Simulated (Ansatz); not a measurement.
Geometry optimisation, DFT PBE-D3(BJ), scalar-relativistic, plane waves, PAW (Ansatz 0.2.0).

The input (input.yaml):

```yaml
crystal:
  lattice:
    - [6.32, 0.0, 0.0]
    - [0.0, 6.32, 0.0]
    - [0.0, 0.0, 6.32]
  atoms:
    - { symbol: W, position: [-0.0037873, -0.0008075, 0.0015432] }
    - { symbol: W, position: [0.5023785, -0.0045656, -0.0044696] }
    - { symbol: W, position: [0.0052625, 0.4972399, 0.0005905] }
    - { symbol: W, position: [-0.001607, -0.0077243, 0.4992357] }
    - { symbol: W, position: [0.2491612, 0.2581166, 0.2407379] }
    - { symbol: W, position: [0.4972369, 0.5026587, -0.0027948] }
    - { symbol: W, position: [0.4895424, 0.0026747, 0.5005365] }
    - { symbol: W, position: [-0.0042722, 0.4950262, 0.4964911] }
    - { symbol: W, position: [0.250631, 0.7488761, 0.2465997] }
    - { symbol: W, position: [0.2513242, 0.2546388, 0.7468517] }
    - { symbol: W, position: [0.5070726, 0.4998292, 0.5025071] }
    - { symbol: W, position: [0.7516509, 0.752017, 0.2507648] }
    - { symbol: W, position: [0.7389775, 0.2451525, 0.753772] }
    - { symbol: W, position: [0.2446864, 0.7501299, 0.7422426] }
    - { symbol: W, position: [0.7466858, 0.7568215, 0.7507236] }
basis:
  ecutwfc: 420.0
kpoints:
  mp_grid: { grid: [3, 3, 3] }
hamiltonian:
  xc: pbe
  dispersion: d3bj
  pseudopotentials: { kind: paw, azcp: { folder: soft_1 } }
scf:
  occupations: { method: gaussian, width: 0.05 }
  lower_state_search: "off"
relax:
  f_tol: 0.03
  max_steps: 60
  adjacent_minimum: "off"
output:
  write_density: true
  write_potential: true
  elf: true
  volumetric_format: npy
```

Launched with:

```bash
$ ansatz run input.yaml --threads 4 --pin off --max-ram 10240MiB --backend cpu --events-out ev --progress --plain --runs-dir out
```

Task: Where does it end, and by what steps?

Result: The forces met the threshold. Limits of this set-up: coarse k mesh. After 3 steps the energy has fallen by 0.357 eV; W7 moved furthest, 0.08 Å.

```tsv
step	energy less start (eV)	largest force component (eV/Å)	accepted
0	0.0000	1.265	yes
1	0.4520	2.174	no
2	-0.3551	0.105	yes
3	-0.3573	0.011	yes
```

```xyz
15
Lattice="6.3200 0.0000 0.0000 0.0000 6.3200 0.0000 0.0000 0.0000 6.3200" Properties=species:S:1:pos:R:3
W -0.027 0.017 0.007
W 3.166 0.016 0.006
W -0.027 3.144 0.006
W -0.026 0.016 3.133
W 1.569 1.580 1.569
W 3.166 3.143 0.007
W 3.166 0.017 3.133
W -0.028 3.143 3.133
W 1.569 4.740 1.570
W 1.569 1.580 4.730
W 3.166 3.144 3.134
W 4.729 4.740 1.570
W 4.730 1.580 4.730
W 1.569 4.740 4.730
W 4.729 4.740 4.730
```

The run took 49 s on 4 threads of Arm Neoverse V2, with other jobs on the host, peak memory 1.2 GiB.
